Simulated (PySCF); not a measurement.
## Do core-level shifts follow atomic charges?

C6H13BO2.
Cartesian coordinates in Å at the PBE0-D3(BJ)/def2-SVP level; atoms count from 1:
```
atom  x, y, z in Å
C1    -1.0840    1.6520    1.4468
C2    -1.5653    1.2806    0.2622
C3    -1.2128    0.0138   -0.4830
C4    -0.9054    0.3324   -1.9471
C5    -2.3906   -0.9564   -0.3951
O6    -0.1254   -0.6553    0.1356
B7     1.1521   -0.2112    0.1485
O8     2.0366   -0.9481    0.8589
C9     3.3953   -0.6207    0.9232
H10   -1.4116    2.5796    1.9225
H11   -0.3543    1.0410    1.9854
H12   -2.3121    1.9084   -0.2388
H13   -0.0929    1.0662   -2.0384
H14   -0.6115   -0.5876   -2.4745
H15   -1.7967    0.7447   -2.4424
H16   -3.3079   -0.5034   -0.7984
H17   -2.1662   -1.8696   -0.9665
H18   -2.5631   -1.2318    0.6545
H19    1.5176    0.7844   -0.4411
H20    3.6243    0.3109    0.3778
H21    3.6978   -0.4948    1.9751
H22    3.9981   -1.4360    0.4915
```

Binding energies: delta-SCF UKS SCAN, pcX-2 on the ionised atom, pcseg-1 elsewhere, spin-free X2C in PySCF. Charges: PBE0/pcSseg-1 ground-state density, for the ionised atom.

```csv
atom,environment,C 1s (eV),Mulliken (e),IAO (e),Hirshfeld (e),ESP (e)
C1,terminal =CH2 carbon,290.05,-0.154,-0.313,-0.102,-0.453
C2,alkene CH carbon,290.37,-0.167,-0.148,-0.042,-0.301
C4,methyl carbon,290.50,-0.210,-0.421,-0.121,-0.697
C3,sp3 carbon bound to oxygen,292.25,-0.116,+0.237,+0.100,+0.879
C9,methoxy carbon,292.39,-0.031,-0.188,-0.027,-0.097
```

Task: Give the correlation coefficient and slope of binding energy on charge for each scheme.

Result: Mulliken: r = 0.81, slope 13.4 eV per e; Hirshfeld: r = 0.76, slope 9.7 eV per e; ESP: r = 0.74, slope 1.4 eV per e; IAO: r = 0.65, slope 2.9 eV per e. Mulliken charges have the highest r, on only 5 points.

Task: The point-charge model writes a binding energy as kq + V + constant, with V the potential of the other atoms' charges at the site. What does it give with the Hirshfeld charges?

Result: V = Σ 14.40 eV Å × q/r over all other atoms: +1.00 eV at C1, +0.21 eV at C2, +1.74 eV at C4, -2.13 eV at C3, +0.37 eV at C9. Fitting binding energy − V to q gives k = 26.1 eV per e and leaves an rms residual of 0.48 eV, against 0.65 eV for the fit on q alone. The model has no term for differences in relaxation between sites.

Isolated species at its PBE0-D3(BJ)/def2-SVP geometry (one conformer only).
